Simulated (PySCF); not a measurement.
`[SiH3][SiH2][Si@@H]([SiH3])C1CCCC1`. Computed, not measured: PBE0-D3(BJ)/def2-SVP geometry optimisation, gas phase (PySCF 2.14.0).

```
atom  x, y, z in Å
Si1    3.4280    1.5271    0.2504
Si2    2.7230   -0.7089    0.2664
Si3    0.7372   -0.8613   -0.9753
Si4   -0.1767   -3.0090   -0.7244
C5    -0.4525    0.4704   -0.3375
C6    -1.8569    0.4777   -0.9546
C7    -2.6576    1.3163    0.0380
C8    -2.1706    0.8183    1.4015
C9    -0.6983    0.3948    1.1898
H10    4.7242    1.7218    0.9710
H11    3.5864    2.0038   -1.1590
H12    2.3849    2.3733    0.9125
H13    2.4682   -1.1211    1.6850
H14    3.7936   -1.5981   -0.2860
H15    1.0665   -0.6353   -2.4216
H16    0.8349   -4.0412   -1.1105
H17   -0.5623   -3.2417    0.7034
H18   -1.3955   -3.2006   -1.5727
H19    0.0199    1.4433   -0.5667
H20   -2.2711   -0.5463   -0.9953
H21   -1.8707    0.8719   -1.9823
H22   -3.7472    1.2260   -0.0900
H23   -2.4004    2.3809   -0.0955
H24   -2.2821    1.5746    2.1926
H25   -2.7692   -0.0526    1.7124
H26    0.0067    1.0470    1.7275
H27   -0.5325   -0.6223    1.5824
```

Which two atoms are farthest apart?

H10···H22, 8.55 Å; the next longest distance is 8.26 Å.

Work out the bond lengths Si1–H11, Si2–H13, C5–C9, C6–C7, C8–H25, C9–H27 in Å.

For Si1–H11 the difference vector is (0.1584, 0.4767, -1.4094) Å, of length 1.4962 Å. Si1–H11 1.496; Si2–H13 1.499; C5–C9 1.549; C6–C7 1.526; C8–H25 1.102; C9–H27 1.103 Å.

What is the repulsion energy of the bare nuclei, Σ ZA·ZB/RAB?

804.19 Eh over 351 pairs, with full nuclear charges and distances in bohr; the largest single term is 44.24 Eh (Si1 with Si2).

How far apart are these pairs, which share no bond: Si2···C7, Si4···C6, Si4···H22, C6···C9, H13···H22, H20···H21, H20···H25?

Si2···C7 5.754 Å (4 bonds apart); Si4···C6 3.877 Å (3 bonds apart); Si4···H22 5.575 Å (5 bonds apart); C6···C9 2.439 Å (2 bonds apart); H13···H22 6.877 Å (6 bonds apart); H20···H21 1.774 Å (2 bonds apart); H20···H25 2.797 Å (4 bonds apart).

What are the angles Si2–Si1–H10, Si3–Si2–H13, Si4–Si3–H15, H17–Si4–H18, Si3–C5–C6, C7–C6–H20, C7–C8–H24, C5–C9–C8?

From the scalar product of the two bond vectors; for Si2–Si1–H10 it is -1.3376 Å² over 2.3446 × 1.4958 Å², cos θ = -0.3814. Si2–Si1–H10 112.4°; Si3–Si2–H13 109.8°; Si4–Si3–H15 109.0°; H17–Si4–H18 108.1°; Si3–C5–C6 116.3°; C7–C6–H20 109.7°; C7–C8–H24 112.6°; C5–C9–C8 105.8°.

Give the dihedral angles H10–Si1–Si2–H13, Si2–Si3–C5–C6, C9–C5–C6–H20.

H10–Si1–Si2–H13 63° (synclinal); Si2–Si3–C5–C6 -176° (antiperiplanar); C9–C5–C6–H20 -80° (synclinal). Dihedral signs follow IUPAC: positive where, seen along the central bond, the front bond turns clockwise onto the rear one.

Write the matrix of distances between heavy atoms (Å, lower triangle).

```
Si1   0.000
Si2   2.345  0.000
Si3   3.801  2.347  0.000
Si4   5.875  3.832  2.348  0.000
C5    4.065  3.441  1.896  3.512  0.000
C6    5.521  4.886  2.919  3.877  1.534  0.000
C7    6.093  5.754  4.159  5.044  2.391  1.526  0.000
C8    5.759  5.251  4.114  4.811  2.469  2.401  1.531  0.000
C9    4.381  3.712  2.885  3.940  1.549  2.439  2.452  1.547  0.000
```

PBE0-D3(BJ)/def2-SVP frequencies: not computed here. The numbers are those of one conformer.
